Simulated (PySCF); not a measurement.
**One molecule, many inputs**

Molecule: SMILES C#Cc1ccoc1C#C, C8H4O; geometry GFN2-xTB.

Geometry (Å), atoms numbered from 1 in this order:
```xyz
13

C     2.055   -1.916    0.604
C     1.067   -1.293    0.326
C    -0.107   -0.597   -0.004
C    -1.380   -1.154   -0.310
C    -2.199   -0.099   -0.564
O    -1.545    1.065   -0.443
C    -0.268    0.775   -0.102
C     0.666    1.800    0.099
C     1.470    2.677    0.271
H     2.924   -2.448    0.849
H    -1.629   -2.195   -0.331
H    -3.235   -0.050   -0.835
H     2.177    3.436    0.423
```

All runs: PySCF 2.14.0 with density-fitted response routines, non-relativistic, gas phase unless a solvent (IEF-PCM) is named; grid level 2, GIAOs and SCF threshold 1e-9 unless changed. The yardstick, PBE0/pcSseg-1, gives these isotropic shieldings σ (ppm, equivalent atoms averaged): C5 38.9, C7 39.2, C9 89.4, C2 107.5, C8 109.4, H12 24.39, H11 24.94.

(1) What do these inputs give? (1) solvent chloroform; LC-wPBE/MINI; (2) wB97X-D/pcSseg-1; aux def2-universal-jkfit

(2) Comment on the technical settings and failures.

Results:

(1) 
```
run    outcome  functions  wall time    C5     C7     C9     C2     C8    H12    H11
  1  converged         49      5.5 s  97.0  108.7  142.6  174.9  177.9  21.95  22.86
  2  converged        173       19 s  37.6   37.5   89.8  108.9  111.1  24.50  25.05
```

Times are on 1 thread of an Arm Neoverse V2, shared host.

(2) 
- Run 1: The functional and orbital basis and medium differ from the yardstick's, which in itself moves the values. With 49 functions the basis is far too small for magnetic properties.
- Run 2: The functional differs from the yardstick's, which in itself moves the values. The other auxiliary basis adds little: it changes only the density-fitting error.

Run 1 was set up unsoundly or failed; its numbers aren't to be quoted as properties of the molecule.
